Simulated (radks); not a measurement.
The numbers below are computed, except where a source is named.
Initial-state core-level shifts of the tantalum ion Ta+ when its valence configuration changes from [Xe] 4f14 5d3 6s1. Level of theory: scalar-relativistic Kohn-Sham, SCAN, spin-polarised, spherical densities, finite nucleus; open shells are filled with parallel spins first (spin-orbit coupling, left out, can overturn this in heavy ions); meta-GGA in the generalised Kohn-Sham scheme; Fermi nuclear charge, rms radius 5.3507 fm (a radial shooting solver on a logarithmic mesh with Libxc functionals). Shifts are changes of the shell-averaged eigenvalues in eV (positive: less bound); the change of the density at the nucleus, which sets a Mossbauer isomer shift, is in e/bohr^3, on a base of 1.394e+06.

valence                    3p       4p       4d       5s  density at nucleus
4f14 5d3 6s0.5 6p0.5   -0.731   -0.739   -0.737   -0.801               -45.4
4f13 5d3 6s2          -14.213  -12.983  -12.600   -7.059              +174.3
4f14 5d3.5 6s0.5       +1.229   +1.225   +1.232   +1.119               -49.5
4f12 5d3 6s1 6p2      -32.191  -29.415  -28.587  -17.239              +190.4
4f13.5 5d3 6s1.5       -6.966   -6.392   -6.207   -3.515               +82.0
4f12 5d5 6s0.5 6p0.5  -23.460  -20.761  -19.917   -9.308               +94.7
4f13.5 5d3.5 6s1       -5.454   -4.897   -4.707   -2.228               +33.0
4f14 5d1 6s1 6p2       -8.399   -8.407   -8.426   -8.226               +21.3
4f14 5d2 6s2           -2.824   -2.803   -2.814   -2.458               +98.7
